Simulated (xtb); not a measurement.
C3H7O (SMILES [CH2]COC), doublet, at a GFN2-xTB geometry; GFN2-xTB with GBSA(methanol) (xtb 6.7.1).

xtb was given this input:
```
$ xtb mol.xyz --gfn 2 --uhf 1 --gbsa methanol --json

# file mol.xyz
11

O     -0.04888471    -0.67223206     0.06807397
C     -0.05570954     0.72754744    -0.05659302
C      1.22552848    -1.23619647    -0.08169678
C     -1.41454210     1.25589409     0.10965413
H      0.63394195     1.17647237     0.69219054
H      0.36058092     1.02033849    -1.04593889
H      1.10629343    -2.31142651     0.03364220
H      1.64551219    -1.02047035    -1.07312140
H      1.92143774    -0.86287170     0.68131421
H     -2.22288454     0.58182199     0.29733567
H     -1.58546504     2.31052188     0.04179988
```

**Question.** Predict the main parts of the log of this xtb run.

**Answer.** 
```
   ID    Z sym.   atoms
    1    8 O      1
    2    6 C      2-4
    3    1 H      5-11

           -------------------------------------------------
          |                Calculation Setup                |
           -------------------------------------------------

           -------------------------------------------------
          |                 G F N 2 - x T B                 |
           -------------------------------------------------

      * Solvation model:               GBSA
        Solvent                        methanol
        Parameter file                 internal GFN2-xTB/GBSA
        Dielectric constant                3.2700E+01
        Reference state                gsolv [1 M gas/solution]
        Free energy shift                  3.3569E-03 Eh       2.1065E+00 kcal/mol
        Temperature                        2.9815E+02 K
        Density                            7.9200E-01 kg/L
        Solvent mass                       3.2040E+01 g/mol
        Interaction kernel             Still
        Born radius scaling (c1)           1.6087E+00
        Born radii integrator          GBOBC
        Born offset                        5.6550E-04 a0       1.0686E-03 AA
        H-bond correction              true
        Ion screening                  false
        Surface tension                    1.0000E-05 Eh       1.5569E+01 dyn/cm
        Grid points                               230 per atom

          ...................................................
          :                      SETUP                      :
          :.................................................:
          :  # basis functions                  23          :
          :  # atomic orbitals                  23          :
          :  # shells                           15          :
          :  # electrons                        25          :
          :  max. iterations                   250          :
          :  Hamiltonian                  GFN2-xTB          :
          :  restarted?                      false          :
          :  GBSA solvation                   true          :
          :  PC potential                    false          :
          :  electronic temp.          300.0000000     K    :
          :  accuracy                    1.0000000          :
          :  -> integral cutoff          0.2500000E+02      :
          :  -> integral neglect         0.1000000E-07      :
          :  -> SCF convergence          0.1000000E-05 Eh   :
[...]
         :: total energy             -13.958462204555 Eh    ::
[...]
     6   1 H        0.921     0.045     2.388     2.417
     7   1 H        0.925     0.065     2.139     2.287
     8   1 H        0.923     0.034     2.531     2.488
     9   1 H        0.923     0.034     2.531     2.488
    10   1 H        0.927     0.060     2.202     2.321
    11   1 H        0.926     0.054     2.266     2.354

 Mol. C6AA /au·bohr⁶  :        873.609913
 Mol. C8AA /au·bohr⁸  :      18150.870484
 Mol. α(0) /au        :         44.649362

Wiberg/Mayer (AO) data.
largest (>0.10) Wiberg bond orders for each atom

 ---------------------------------------------------------------------------
     #   Z sym  total        # sym  WBO       # sym  WBO       # sym  WBO
 ---------------------------------------------------------------------------
     1   8 O    2.071 --     3 C    0.994     2 C    0.982
     2   6 C    3.953 --     4 C    1.104     1 O    0.982     5 H    0.921
                             6 H    0.921
     3   6 C    3.948 --     1 O    0.994     7 H    0.979     8 H    0.976
                             9 H    0.976
     4   6 C    3.196 --     2 C    1.104    11 H    0.982    10 H    0.982
     5   1 H    0.996 --     2 C    0.921
     6   1 H    0.996 --     2 C    0.921
     7   1 H    0.995 --     3 C    0.979
     8   1 H    0.999 --     3 C    0.976
     9   1 H    0.999 --     3 C    0.976
    10   1 H    0.996 --     4 C    0.982
    11   1 H    0.997 --     4 C    0.982
 ---------------------------------------------------------------------------

Topologies differ in total number of bonds
Writing topology from bond orders to xtbtopo.mol

molecular dipole:
                 x           y           z       tot (Debye)
 q only:        0.494       0.238      -0.099
   full:        0.686       0.305      -0.135       1.940
molecular quadrupole (traceless):
                xx          xy          yy          xz          yz          zz
 q only:        0.671      -1.804       0.848      -0.186       0.069      -1.519
  q+dip:        0.375      -0.702       0.416      -0.123       0.000      -0.791
   full:        0.465      -1.221       0.564      -0.128       0.047      -1.029

           -------------------------------------------------
          | TOTAL ENERGY              -13.958462204555 Eh   |
          | GRADIENT NORM               0.006217196618 Eh/α |
          | HOMO-LUMO GAP               9.412188236695 eV   |
           -------------------------------------------------

normal termination of xtb
```
